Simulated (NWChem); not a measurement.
System: CH7GeN; SMILES [NH](C)[GeH3]

Parts of the log:

```
             Northwest Computational Chemistry Package (NWChem) 7.3.0
             --------------------------------------------------------

 C1  symmetry detected

                             Geometry "geometry" -> ""
                             -------------------------

 Output coordinates in angstroms (scale by  1.889725989 to convert to a.u.)

  No.       Tag          Charge          X              Y              Z
 ---- ---------------- ---------- -------------- -------------- --------------
    1 Ge                  32.0000     0.03828872     0.75046618    -0.00248310
    2 N                    7.0000    -0.58596403    -0.97315230    -0.07033332
    3 C                    6.0000     0.32408657    -2.09095169     0.01448610
    4 H                    1.0000    -1.18548564     1.67088058    -0.14490189
    5 H                    1.0000     0.79058060     1.10170477     1.30812026
    6 H                    1.0000     1.01173834     0.92872329    -1.18162538
    7 H                    1.0000    -1.43814233    -1.12135157     0.46130823
    8 H                    1.0000    -0.17775096    -3.02574541    -0.28798045
    9 H                    1.0000     0.76843033    -2.26486418     1.01681665
   10 H                    1.0000     1.16261949    -1.94648894    -0.68686146

 Effective nuclear repulsion energy (a.u.)     200.3398662274

  pbe96 is a nonlocal functional; adding pw91lda local functional.

                                 NWChem DFT Module
                                 -----------------

 Summary of "ao basis" -> "ao basis" (spherical)
 ------------------------------------------------------------------------------
       Tag                 Description            Shells   Functions and Types
 ---------------- ------------------------------  ------  ---------------------
 Ge                          6-31g*                 12       32   5s4p3d
 N                           6-31g*                  6       14   3s2p1d
 C                           6-31g*                  6       14   3s2p1d
 H                           6-31g*                  2        2   2s

            General Information
            -------------------
          SCF calculation type: DFT
          Wavefunction type:  closed shell.
          No. of atoms     :    10
          No. of electrons :    52
           Alpha electrons :    26
            Beta electrons :    26
          Charge           :     0
          Spin multiplicity:     1
          Use of symmetry is: off; symmetry adaption is: off
          Maximum number of iterations: 150
          AO basis - number of functions:    74
                     number of shells:    38
          Convergence on energy requested:  1.00D-06
          Convergence on density requested:  1.00D-05
          Convergence on gradient requested:  5.00D-04

              XC Information
              --------------
                     Hartree-Fock (Exact) Exchange  1.000
                     LC-wPBE(h)Exchange Functional  1.000
            Perdew 1991 LDA Correlation Functional  1.000 local
           PerdewBurkeErnz. Correlation Functional  1.000 non-local

           Range-Separation Parameters
           ---------------------------
           Alpha           :  0.00
           Beta            :  1.00
           Gamma           :  0.40
           Short-Range HF  :     F

             Grid Information
             ----------------
          Grid used for XC integration:  medium
          Radial quadrature: Mura-Knowles
          Angular quadrature: Lebedev.
          Tag              B.-S. Rad. Rad. Pts. Rad. Cut. Ang. Pts.
          ---              ---------- --------- --------- ---------
          Ge                  1.25      112          10.0       590
          N                   0.65       49           8.0       434
          C                   0.70       49          10.0       434
          H                   0.35       45          11.0       434
          Grid pruning is: on
          Number of quadrature shells:   525
          Spatial weights used:  Erf1

      Superposition of Atomic Density Guess
      -------------------------------------

 Sum of atomic energies:       -2170.46305664

      Non-variational initial energy
      ------------------------------

 Total energy =   -2172.021284
 1-e energy   =   -3420.164598
 2-e energy   =    1047.803448
 HOMO         =      -0.280536
 LUMO         =       0.051283

     ---------------------------------------------
      Total Density - Mulliken Population Analysis
     ---------------------------------------------

    Atom       Charge   Shell Charges
 -----------   ------   -------------------------------------------------------
    1 Ge  32    31.62   2.00  2.00  6.00  2.00  5.99  1.15  1.81  0.15  0.36  6.88  2.97  0.31
    2 N    7     7.97   2.00  0.82  2.59  0.81  1.74  0.02
    3 C    6     6.41   2.00  0.70  1.93  0.64  1.09  0.05
    4 H    1     1.00   0.45  0.55
    5 H    1     1.03   0.46  0.57
    6 H    1     1.01   0.45  0.55
    7 H    1     0.58   0.42  0.16
    8 H    1     0.79   0.47  0.32
    9 H    1     0.80   0.48  0.33
   10 H    1     0.79   0.47  0.31

   convergence    iter        energy       DeltaE   RMS-Dens  Diis-err
 ---------------- ----- ----------------- --------- --------- ---------
 d= 0,ls=0.0,diis     1  -2173.3969032625 -2.37D+03  7.56D-03  3.99D-01
 d= 0,ls=0.0,diis     2  -2173.4337538014 -3.69D-02  2.95D-03  1.12D-01
 d= 0,ls=0.0,diis     3  -2173.4433331961 -9.58D-03  1.06D-03  1.89D-02
 d= 0,ls=0.0,diis     4  -2173.4453866114 -2.05D-03  1.72D-04  2.59D-04
 d= 0,ls=0.0,diis     5  -2173.4454154150 -2.88D-05  7.96D-05  5.17D-05
  Resetting Diis
 d= 0,ls=0.0,diis     6  -2173.4454198851 -4.47D-06  3.08D-05  3.88D-06
 d= 0,ls=0.0,diis     7  -2173.4454204484 -5.63D-07  1.50D-05  2.27D-07
 d= 0,ls=0.0,diis     8  -2173.4454205442 -9.58D-08  5.37D-06  7.63D-08

         Total DFT energy =    -2173.445420544218
      One electron energy =    -3422.623198649153
           Coulomb energy =     1142.484020370338
    Exchange-Corr. energy =      -93.646108492831
 Nuclear repulsion energy =      200.339866227428

 Numeric. integr. density =       51.999964436763

                       DFT Final Molecular Orbital Analysis
                       ------------------------------------

 Vector   24  Occ=2.000000D+00  E=-4.507798D-01
              MO Center=  5.8D-02,  9.6D-01, -4.6D-01, r^2= 2.5D+00
   Bfn.  Coefficient  Atom+Function         Bfn.  Coefficient  Atom+Function
  ----- ------------  ---------------      ----- ------------  ---------------
    11      0.400409   1 Ge px               66      0.247078   6 H  s
    65      0.245247   6 H  s                13     -0.233498   1 Ge pz
    62     -0.210612   4 H  s                61     -0.207358   4 H  s
     7     -0.163839   1 Ge px               35     -0.113167   2 N  px
     9      0.095672   1 Ge pz               12     -0.091669   1 Ge py

 Vector   25  Occ=2.000000D+00  E=-4.441107D-01
              MO Center= -1.3D-01, -2.9D-02, -1.4D-02, r^2= 4.1D+00
   Bfn.  Coefficient  Atom+Function         Bfn.  Coefficient  Atom+Function
  ----- ------------  ---------------      ----- ------------  ---------------
    12      0.301447   1 Ge py               13     -0.268467   1 Ge pz
    36     -0.247737   2 N  py               50      0.195650   3 C  py
    62      0.180321   4 H  s                61      0.170301   4 H  s
    69     -0.149253   8 H  s                64     -0.146696   5 H  s
    40     -0.142865   2 N  py               70     -0.142273   8 H  s

 Vector   26  Occ=2.000000D+00  E=-3.339381D-01
              MO Center= -3.1D-01, -9.3D-01,  2.2D-02, r^2= 2.3D+00
   Bfn.  Coefficient  Atom+Function         Bfn.  Coefficient  Atom+Function
  ----- ------------  ---------------      ----- ------------  ---------------
    37      0.491421   2 N  pz               41      0.429354   2 N  pz
    64     -0.196143   5 H  s                72     -0.191748   9 H  s
    35      0.176509   2 N  px               39      0.166226   2 N  px
    71     -0.142599   9 H  s                38     -0.134466   2 N  s
    51     -0.128594   3 C  pz               63     -0.112192   5 H  s

 Vector   27  Occ=0.000000D+00  E= 1.115957D-01
              MO Center=  3.9D-03,  7.8D-01,  1.2D-01, r^2= 5.5D+00
   Bfn.  Coefficient  Atom+Function         Bfn.  Coefficient  Atom+Function
  ----- ------------  ---------------      ----- ------------  ---------------
    16      1.059135   1 Ge py               38      0.790555   2 N  s
    15      0.363038   1 Ge px               52      0.316051   3 C  s
    66     -0.264980   6 H  s                12      0.248350   1 Ge py
    40      0.236713   2 N  py               17     -0.196828   1 Ge pz
    62     -0.189220   4 H  s                14     -0.167937   1 Ge s

 Vector   28  Occ=0.000000D+00  E= 1.617391D-01
              MO Center=  1.0D-01,  4.6D-01,  3.9D-01, r^2= 6.0D+00
   Bfn.  Coefficient  Atom+Function         Bfn.  Coefficient  Atom+Function
  ----- ------------  ---------------      ----- ------------  ---------------
    15      1.189494   1 Ge px               62      0.924183   4 H  s
    66     -0.829613   6 H  s                17     -0.603185   1 Ge pz
    52     -0.518099   3 C  s                16     -0.476802   1 Ge py
    70      0.311054   8 H  s                11      0.180237   1 Ge px
    74      0.169296  10 H  s                14     -0.142250   1 Ge s

 Vector   29  Occ=0.000000D+00  E= 1.719943D-01
              MO Center=  4.5D-02,  5.7D-01,  1.3D-01, r^2= 6.3D+00
   Bfn.  Coefficient  Atom+Function         Bfn.  Coefficient  Atom+Function
  ----- ------------  ---------------      ----- ------------  ---------------
    17      1.126281   1 Ge pz               64     -0.862889   5 H  s
    10      0.673719   1 Ge s                52     -0.605789   3 C  s
    14      0.597508   1 Ge s                15      0.536986   1 Ge px
    62      0.407074   4 H  s                66      0.398369   6 H  s
    72      0.357738   9 H  s                70      0.299449   8 H  s

     ---------------------------------------------
      Total Density - Mulliken Population Analysis
     ---------------------------------------------

    Atom       Charge   Shell Charges
 -----------   ------   -------------------------------------------------------
    1 Ge  32    31.89   2.00  2.00  6.00  2.00  5.99  1.18  2.21  0.08  0.20  6.85  2.92  0.46
    2 N    7     7.63   2.00  0.74  2.51  0.81  1.55  0.03
    3 C    6     6.35   2.00  0.64  2.10  0.61  0.94  0.05
    4 H    1     0.98   0.47  0.50
    5 H    1     1.00   0.47  0.53
    6 H    1     0.98   0.47  0.51
    7 H    1     0.67   0.50  0.17
    8 H    1     0.83   0.52  0.31
    9 H    1     0.85   0.52  0.33
   10 H    1     0.82   0.52  0.31

     -------------------------------------------
      Total Density - Lowdin Population Analysis
     -------------------------------------------

    Atom       Charge   Shell Charges
 -----------   ------   -------------------------------------------------------
    1 Ge  32    31.93   2.00  2.00  5.99  1.98  5.90  0.79  1.92  0.33  0.68  6.64  3.07  0.63
    2 N    7     7.44   1.99  0.65  2.36  0.54  1.84  0.06
    3 C    6     6.30   1.99  0.53  1.90  0.43  1.36  0.10
    4 H    1     0.98   0.46  0.52
    5 H    1     1.00   0.46  0.53
    6 H    1     0.98   0.46  0.52
    7 H    1     0.75   0.48  0.27
    8 H    1     0.87   0.50  0.37
    9 H    1     0.89   0.50  0.38
   10 H    1     0.86   0.50  0.37

     Multipole analysis of the density
     ---------------------------------

     L   x y z        total         alpha         beta         nuclear
     -   - - -        -----         -----         ----         -------
     0   0 0 0     -0.000000    -26.000000    -26.000000     52.000000

     1   1 0 0     -0.045732     -0.022866     -0.022866      0.000000
     1   0 1 0     -0.165642     -0.082821     -0.082821     -0.000000
     1   0 0 1      0.311156      0.155578      0.155578      0.000000

     2   2 0 0    -23.253072    -29.797198    -29.797198     36.341324
     2   1 1 0      0.037675      2.121994      2.121994     -4.206312
     2   1 0 1     -1.341757     -0.125630     -0.125630     -1.090497
     2   0 2 0    -22.875831   -145.501296   -145.501296    268.126761
     2   0 1 1     -0.800516      0.086345      0.086345     -0.973207
     2   0 0 2    -24.879633    -21.306645    -21.306645     17.733657
```

Level: LC-wPBE (HJS exchange hole, range parameter 0.4 per bohr)/6-31G* (spherical d). Structure relaxed at the PBE0/def2-SVP level.

Problem. Reconstruct the input file.

Solution. This is not unique; one that fits is the input that was run:
```
start job
memory heap 200 mb stack 900 mb global 1100 mb
geometry units angstroms noautoz
  Ge     0.032167     0.750845    -0.006398
  N     -0.588809    -0.973299    -0.089296
  C      0.319833    -2.090332     0.017797
  H     -1.188536     1.670227    -0.178707
  H      0.751976     1.102805     1.322132
  H      1.033938     0.929831    -1.161463
  H     -1.453577    -1.122172     0.421416
  H     -0.173699    -3.025566    -0.296734
  H      0.739742    -2.263802     1.030683
  H      1.175102    -1.945219    -0.662903
end
basis spherical
  Ge library 6-31g*
  N library 6-31g*
  C library 6-31g*
  H library 6-31g*
end
dft
  xc xwpbe 1.00 cpbe96 1.0 hfexch 1.00
  cam 0.4 cam_alpha 0.0 cam_beta 1.0
  iterations 150
  mulliken
end
task dft energy
```
